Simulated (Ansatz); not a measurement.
The same redistribution along the group O, S, Te.

Isolated molecules relaxed with PBE0-D4/def2-TZVP in Ansatz; ΔE leaves out vibrations. CCSD(T)/CBS is the MP2 limit (def2-TZVPP, def2-QZVPP) plus CCSD(T) − MP2 in def2-TZVPP, frozen cores. This one scheme is used for every species. Functionals use def2-TZVPP. B3LYP here is the variant with VWN-RPA as its local correlation; programs differ in this. Elements past krypton have def2 core potentials. For Te outer-core shells are correlated without core-valence functions, which leaves a few kJ/mol of doubt a bond. One conformer a species, not always the lowest.

```json
{"reaction": "`[CH3][AlH][OH]` + `C=CCN[SiH2]Cl` → `C=CCO` + `[CH3][AlH][NH][SiH2]Cl`", "CCSD(T)/CBS(def2) (kcal/mol)": "12.2"}
{"reaction": "`[CH3][AlH][SH]` + `C=CCN[SiH2]Cl` → `C=CCS` + `[CH3][AlH][NH][SiH2]Cl`", "CCSD(T)/CBS(def2) (kcal/mol)": "?"}
{"reaction": "`[CH3][AlH][TeH]` + `C=CCN[SiH2]Cl` → `C=CC[TeH]` + `[CH3][AlH][NH][SiH2]Cl`", "CCSD(T)/CBS(def2) (kcal/mol)": "-5.0"}
```

Fill in the missing values. (Best estimate.)

Ansatz gave: `[CH3][AlH][SH]` + `C=CCN[SiH2]Cl` → `C=CCS` + `[CH3][AlH][NH][SiH2]Cl`: -0.9 kcal/mol.

Largest T1 diagnostic: 0.011, for `[CH3][AlH][OH]`.
